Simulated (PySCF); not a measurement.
Bi⁺: excitation energy

Bi⁺ [Xe] 4f14 5d10 6s2 6p2 (3P) → Bi⁺ [Xe] 4f14 5d10 6s1 6p2 6d1 (high-spin determinant), as a difference of total energies. Calculation: PySCF 2.14, in aug-cc-pVTZ-PP with ECP60MDF; scalar relativity through the core potential. Correlated levels: valence: 5s2 5p6 5d10 frozen. The calculations carry no spin-orbit coupling.

```tsv
method	excitation energy (eV)
UHF	16.425
MP2 (valence)	17.061
SCS-MP2 (valence)	17.367
CCSD (valence)	16.987
CCSD(T) (valence)	16.942
```

**Question.** How much does correlation contribute at CCSD(T) (valence)?

**Answer.** 16.942 − (16.425) = 0.517 eV, measured against UHF.

Spin-orbit coupling is strong in these open shells (close to jj coupling). The scalar numbers leave it out and a first-order estimate fails, so it can dominate the gap to the real levels.

The upper state lies above the first ionisation limit.

The promoted electron is Rydberg-like, and one or two diffuse shells describe it only roughly, which tends to raise the upper state.

The coupled-cluster amplitudes are large for the upper state (T1 above 0.03 or a double amplitude above 0.15), so a single reference is strained.

The determinant of the upper state mixes LS terms, which raises its energy above the lowest term, most at the Hartree-Fock and MP2 levels.
